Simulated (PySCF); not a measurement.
A structure optimised at PBE-D3(BJ)/def2-SVP, used in a PySCF frequency run:

```
C
H 1 1.1044
H 1 1.1044 2 111.36
H 1 1.1084 2 110.12 3 122.45
Te 1 2.1667 2 109.35 4 116.59
Cl 5 2.4018 1 94.66 2 61.09
```

Task: Write its SMILES, formula and point group.

Result: C[Te]Cl, CH3ClTe, Cs

Task: What are its rotational constants (standard atomic weights)?

Result: 7.6654, 2.8928, 2.1299 GHz
